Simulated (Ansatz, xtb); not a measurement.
Relaxing a trial structure of H2S2Se

The starting geometry of this gas-phase singlet was built from a drawn formula by distance geometry and a force field; its bonds are those of `S1[SH]=[SeH]1`.

```yaml
atoms:
  - { symbol: S, position_ang: [-1.8427, 1.4914, -2.9847] }
  - { symbol: S, position_ang: [0.1461, 2.2889, -3.1080] }
  - { symbol: Se, position_ang: [0.0493, 0.2404, -3.2954] }
  - { symbol: H, position_ang: [0.5074, 2.4203, -1.7857] }
  - { symbol: H, position_ang: [0.1760, 0.0579, -1.7746] }
```

Question: Predict what it relaxes into with r2SCAN-D4/def2-SVP.

Answer: A bond breaks, leaving `SS[SeH]`. Contacts that open: S2–Se3 (2.06 → 3.50 Å).

The energy falls by 5.56 eV over 13 steps:

```json
{"step": "1", "E − E(last) (eV)": "5.563"}
{"step": "2", "E − E(last) (eV)": "3.311"}
{"step": "4", "E − E(last) (eV)": "1.023"}
{"step": "5", "E − E(last) (eV)": "0.353"}
{"step": "6", "E − E(last) (eV)": "0.161"}
{"step": "8", "E − E(last) (eV)": "0.033"}
{"step": "9", "E − E(last) (eV)": "0.005"}
{"step": "10", "E − E(last) (eV)": "0.001"}
{"step": "12", "E − E(last) (eV)": "0.000"}
{"step": "13", "E − E(last) (eV)": "0.000"}
```

Final geometry (Å):

```json
{"atom": "S", "x (Å)": "-1.3285", "y (Å)": "1.4649", "z (Å)": "-2.9255"}
{"atom": "S", "x (Å)": "0.0166", "y (Å)": "3.0410", "z (Å)": "-3.1092"}
{"atom": "Se", "x (Å)": "-0.2305", "y (Å)": "-0.4428", "z (Å)": "-3.2551"}
{"atom": "H", "x (Å)": "0.4242", "y (Å)": "3.0972", "z (Å)": "-1.8148"}
{"atom": "H", "x (Å)": "0.1542", "y (Å)": "-0.6614", "z (Å)": "-1.8440"}
```

From the same start GFN2-xTB reaches the same bonding as this run.

No frequencies were run, so the end isn't proven a minimum. Run with Ansatz 0.2.0, 36 s on 2 threads of AMD EPYC (Zen 3), on a shared host.
